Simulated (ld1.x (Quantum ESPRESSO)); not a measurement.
# manganese: excitation energies, all-electron against PAW

| Property | Result |
| --- | --- |
| Element | Mn |
| Generator | ld1.x (Quantum ESPRESSO) 7.5 |
| Type | PAW |
| Functional | PBE |
| Relativity | scalar-relativistic |
| Frozen core | [Ne] |
| Valence charge | 15 |
| Reference configuration | 3s2 3p6 3d5 4s2 4p0 |
| Partial waves | 3s (bound): rcut 1.15, rcutus 1.35 bohr; 4s (bound): rcut 1.15, rcutus 1.35 bohr; 3p (bound): rcut 1.65, rcutus 2.05 bohr; 4p (bound, empty): rcut 1.65, rcutus 2.05 bohr; 3d (bound): rcut 1.10, rcutus 1.40 bohr; 3d channel at 1.9 Ry: rcut 1.10, rcutus 1.40 bohr |
| Local potential | all-electron potential smoothed inside 1.35 bohr (lloc = -1) |
| Core correction | Bessel-smoothed model core inside 1.15 bohr |
| Augmentation charge | PSQ, inside the norm-conserving radii |

Energies are relative to the spin-unpolarised reference configuration 3s2 3p6 3d5 4s2 4p0; without spin polarisation the order of configurations can differ from experiment. The frozen-core shift is the all-electron ΔE with the core orbitals held at their reference shape minus the fully relaxed ΔE.

```
valence configuration  charge  ΔE all-electron (eV)  error AE − PS (meV)  frozen-core shift (meV)
  3s2 3p6 3d5 4s1 4p0      +1                 8.416                 -0.9                     +0.8
  3s2 3p6 3d4 4s0 4p0      +3                56.534                 -6.2                     -0.9
  3s2 3p6 3d5 4s0 4p2       0                 7.930                 -0.5                     +0.8
3s2 3p6 3d5 4s1.5 4p0    +0.5                 3.361                 -0.3                     +0.4
  3s2 3p6 3d4 4s2 4p1       0                 7.801                 -2.5                     -3.1
```

Problem. What are ΔE and the potential's error for 3s2 3p6 3d6 4s1 4p0?

Solution. ΔE = -0.358 eV all-electron; the error (AE − PS) is -2.8 meV.

Problem. What are ΔE and the potential's error for 3s2 3p6 3d5 4s0 4p0?

Solution. ΔE = 24.015 eV all-electron; the error (AE − PS) is -2.8 meV.

A variational frozen-core shift is positive and of second order in the change. This column holds negative values, so the frozen-core run of ld1.x carries numerical noise or an error of first order here, and the column gives no more than the rough size of the effect.
